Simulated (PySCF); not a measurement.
CH8N2O2Si, SMILES CN[Si](N)(O)O. Atoms are numbered in the order given.

```xyz
14

C      2.3422     0.1085     0.5947
N      1.0691     0.7550     0.3435
Si    -0.3917    -0.0137    -0.1056
N     -1.3332     1.2157    -0.8606
O     -1.3634    -0.6924     1.0783
O      0.0601    -1.3498    -0.9919
H      2.6079     0.0645     1.6690
H      2.2993    -0.9237     0.2183
H      3.1726     0.6133     0.0678
H      1.0347     1.7405     0.5809
H     -0.9242     1.7583    -1.6153
H     -2.3214     1.0533    -1.0284
H     -1.7228    -0.0779     1.7278
H     -0.4419    -2.1456    -0.7810
```

Geometry: B3LYP-D3(BJ)/def2-SVP. This is a generated structure with no PubChem entry under its InChIKey; it may be hypothetical. The values are those of a single conformer.

Two levels are set side by side: PBE/pcSseg-1 (PySCF) and HF/pcSseg-1 (PySCF). GIAO shifts against H2O (¹⁷O), NH3 (¹⁵N), TMS (²⁹Si), TMS (¹H), TMS (¹³C) at the same level; non-relativistic, no solvent, atoms listed together averaged. Differences are taken from unrounded values.

| quantity | PBE |
|---|---|
| δ(¹³C) of C1 (ppm) | 33.3 |
| δ(¹⁵N) of N2 (ppm) | 40.8 |
| δ(²⁹Si) of Si3 (ppm) | -47.6 |
| δ(¹⁵N) of N4 (ppm) | 33.0 |
| δ(¹H) of H10 (ppm) | 0.49 |

These are the PBE values. What does HF give? (The exact figures need the calculation; the answer reports its results.)


```
quantity                 HF  PBE minus HF
--------------------  -----  ------------
δ(¹³C) of C1 (ppm)     29.1           4.2
δ(¹⁵N) of N2 (ppm)     17.7          23.1
δ(²⁹Si) of Si3 (ppm)  -52.6           5.0
δ(¹⁵N) of N4 (ppm)     19.6          13.5
δ(¹H) of H10 (ppm)     0.34          0.14
```

Rough cost on one machine, each run with all the roots and properties that it gave: HF against PBE within a factor of 2.
